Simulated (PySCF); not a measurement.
The multiplicity is imposed and other spin states were not computed.

Cartesian coordinates (Å):
```xyz
8

Au     0.0034    -0.0689    -0.0318
O      0.9524     1.9094     0.5911
H      0.7823     2.0001     1.5498
H      0.4061     2.6102     0.1825
C     -0.8389    -1.8128    -0.5803
H     -1.0304    -2.4348     0.3183
H     -0.1540    -2.3567    -1.2628
H     -1.7991    -1.6200    -1.1014
```
Charge 0, spin multiplicity 1.

Task: What dipole moment, HOMO–LUMO gap, total energy, charge on the central atom (Mulliken), LUMO and HOMO does TPSSh-D3(BJ)/def2-TZVP // PBE-D3(BJ)/def2-SVP (PySCF) give?

Result: 
```json
{
  "dipole_moment": "4.17 D",
  "HOMO–LUMO gap": "4.81 eV",
  "total_energy": "-252.1035 Ha",
  "charge on the central atom (Mulliken)": "0.03 e",
  "LUMO": "-1.07 eV",
  "HOMO": "-5.88 eV"
}
```
